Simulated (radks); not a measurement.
Problem. The mean radii <r> (bohr) of the occupied orbitals of an atom or ion are listed with their occupations. All-electron calculation, scalar-relativistic Kohn-Sham, LDA (Slater exchange, Perdew-Wang correlation), spin-unpolarised, spherical densities, point nucleus. Program: a radial shooting solver on a logarithmic mesh with Libxc functionals.

orbital  occ.      <r>
1s          2  0.02038
2s          2  0.08651
2p          6  0.07674
3s          2   0.2256
3p          6   0.2247
3d         10   0.2039
4s          2   0.5084
4p          6   0.5394
4d         10   0.5840
5s          2    1.252
5p          6    1.499
6s          2    3.962
4f         12   0.8324

Name the element and its charge.

Solution. Z = 68, erbium, charge 0: Er in [Xe] 4f12 6s2. The 1s radius gives Z: for a bare nucleus <r> = (2 gamma + 1)/(2Z) with gamma = sqrt(1 - (Z/c)^2), 0.02012 bohr for Z = 68, and screening makes it slightly larger (0.02038 here). The occupations add up to 68, and the charge is Z minus that.
